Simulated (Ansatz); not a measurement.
Coupled-cluster diagnostics for the cluster Li₆N₂⁻, Ansatz.

Geometry of the doublet (PBE-D4/def2-TZVPD):

```csv
atom,x (Å),y (Å),z (Å)
Li1,-1.6359,0.7236,-0.3157
Li2,0.0164,1.6249,1.8092
Li3,2.6743,-0.5648,1.2025
Li4,1.6790,1.7660,-0.6628
Li5,0.6205,-0.9471,-0.6237
Li6,-0.2330,-1.3293,2.1333
N7,-2.0901,-0.4885,-1.9696
N8,-1.0313,-0.7849,-1.5732
```

Correlated methods freeze 2 core orbitals; core or outer-core shells of Li are correlated, in sets that lack core-valence functions. In CCSD on the charge -1 doublet the largest single amplitude is 0.37, so its Hartree–Fock determinant may place the open shell otherwise than the density functionals do. Another isomer (doublet) lies 0.32 eV lower at PBE0-D4/def2-TZVPD; other spin states weren't run for this one.

Problem. Estimate the CCSD(T) correlation energy, the shares of MP2 and (T), T1 and the reference's ⟨S²⟩ for: charge -1, doublet, own geometry in def2-SVPD; and the rough time on 4 threads of Arm Neoverse V1 on a shared host.

Solution. 
```
                           state      basis  correlation (eV)  MP2 share (%)  (T) share (%)     T1  ⟨S²⟩ (pure)  wall time                                                                  remarks
charge -1, doublet, own geometry  def2-SVPD           -12.498           85.2            5.4  0.092  2.65 (0.75)       54 s  flagged by the program, large T1 (0.092), spin-contaminated (⟨S²⟩ 2.65)
```
Customary marks for T1 are 0.02 (closed shells), 0.045 (open shells) and about 0.05 (3d metals). T1 exceeds 0.02 in 1 of 1 rows and 0.045 in 1; the higher it lies, the less the single-reference result can be trusted.
